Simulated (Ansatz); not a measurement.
Mulliken charges of `C[CH2][Ga][Cl]` radical from r2SCAN/def2-TZVPP in Ansatz (PBE0-D4/def2-TZVP geometry).

```
atom   x (Å)   y (Å)   z (Å)  charge (e)
  C1  -0.586   0.733   0.049      -0.114
  C2   0.349  -0.242   0.741      -0.173
 Ga3   1.088  -1.655  -0.511       0.327
 Cl4   0.641  -1.320  -2.628      -0.324
  H5  -1.460   0.232  -0.372       0.053
  H6  -0.948   1.488   0.755       0.048
  H7  -0.092   1.256  -0.771       0.057
  H8   1.231   0.249   1.163       0.062
  H9  -0.135  -0.787   1.557       0.064
```

Question: By hand: the dipole of these point charges (1 e Å = 4.8032 D).

Answer: Σ q r = (0.094, -0.035, 0.695) e Å, of length 0.702 e Å = 3.37 D.

Question: How does the dipole of the full density compare? (Best estimate.)

Answer: Computed: (-0.012, 0.115, 0.564) e Å, 2.77 D; the point charges give 1.22 times that, at 17° from its direction.

Point charges leave out the atoms' own dipoles, such as those of lone pairs, and Mulliken's split depends on the basis, so the two needn't agree.
